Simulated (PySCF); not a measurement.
**[TlH2]+: one run**

[TlH2]+ (singlet). PySCF 2.14.0, RKS M06-L, Tl def2-SVP with ECP60, H def2-SVP; non-relativistic Hamiltonian with scalar-relativistic core potentials where named; density fitting; no spin-orbit coupling. Purpose: level M06-L.

```python
mol = gto.M(atom='''
Tl     0.00000    -0.00000    -0.00000
H      0.00000     0.00000     1.68703
H     -0.00000    -0.00000    -1.68703''',
    basis={'Tl': 'def2-SVP', 'H': 'def2-SVP'},
    ecp={'Tl': 'def2-SVP'},
    charge=1, spin=0)
mf = dft.RKS(mol, xc='M06L')
mf.grids.atom_grid = (75, 302)
mf = mf.density_fit()  # fitting sets: Tl def2-universal-JKFIT, H def2-universal-JKFIT
mf.conv_tol = 1e-08; mf.max_cycle = 55
mf.kernel(dm0)  # dm0: converged density of the relaxed state
mf.nuc_grad_method().kernel()
```

Run from Python with OMP_NUM_THREADS=2; the lines above give its settings. Where DIIS fails, smearing, a level shift and second-order steps follow.
It took 0.9 s on 2 threads of Arm Neoverse V2, on a shared host, from an already converged density.

(1) Where do the frontier levels lie, over both spins?

(2) What are the Mulliken charges and spins?

(3) What forces act on the atoms (eV/Å)?

The geometry was relaxed with PBE (Tl def2-SVP with ECP60, H def2-SVP).

Answers

(1) HOMO -14.73 eV, LUMO -7.83 eV. 

(2) 
| atom | charge (e) | spin (e) |
| --- | --- | --- |
| Tl1 | 0.918 | 0.000 |
| H2 | 0.041 | 0.000 |
| H3 | 0.041 | 0.000 |

(3) 
```
Tl   0.00  0.00  0.00
H    0.00  0.00 -0.06
H    0.00  0.00  0.06
```
Forces carry noise of the integration grid, about 0.01 to 0.03 eV/Å.
